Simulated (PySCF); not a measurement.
Atoms are numbered as in `[CH3:1][N:2]([CH3:3])[Si@@:4]([CH3:5])([SiH3:6])[C:7]#[N:8]`. Hydrogens are named by the atom that carries them.

[PySCF 2.14.0 with density-fitted response routines: σ from GIAO-PBE0/pcSseg-1; coordinates at the GFN2-xTB level; one computed conformer; relativity neglected; no solvent; fast rotation and ring inversion assumed for equivalent nuclei]

Referencing at the same level of theory: ¹³C, ¹H, ²⁹Si against TMS; ¹⁵N against NH3.

```
      atoms  nucleus  count  δ (ppm)
H(C1)/H(C3)       ¹H      6     2.62
        Si6     ²⁹Si      1   -115.7
        Si4     ²⁹Si      1        ?
         N2      ¹⁵N      1     28.3
     H(Si6)       ¹H      3     3.53
         C7      ¹³C      1    126.9
         N8      ¹⁵N      1    356.4
      C1/C3      ¹³C      2     41.5
      H(C5)       ¹H      3        ?
         C5      ¹³C      1        ?
```

Complete the table.

## Answers


- C5: 0.9 ppm, methyl carbon bonded to Si; an electropositive neighbour leaves it electron-rich and shielded
- H(C5): 0.54 ppm, hydrogen on a methyl carbon bonded to Si; an electropositive neighbour shields it, as in TMS itself
- Si4: -30.5 ppm, silicon bonded to 2 C, N, Si

Shifts are as computed. Against solution values, carbons near 30 ppm lie about +3 ppm off and those near 130 ppm about +5 ppm. Of 1309 compounds with measured shifts, 239 miss one by over three times the rms of a fit or turn the order of signals round; such compounds aren't used in these exercises. Experimental scales use liquid or dissolved standards, which lie at an offset from isolated NH3 (liquid NH3: subtract about 20 ppm). Unscaled 15N shifts of sp2 nitrogen come out 20 to 40 ppm too high even then.
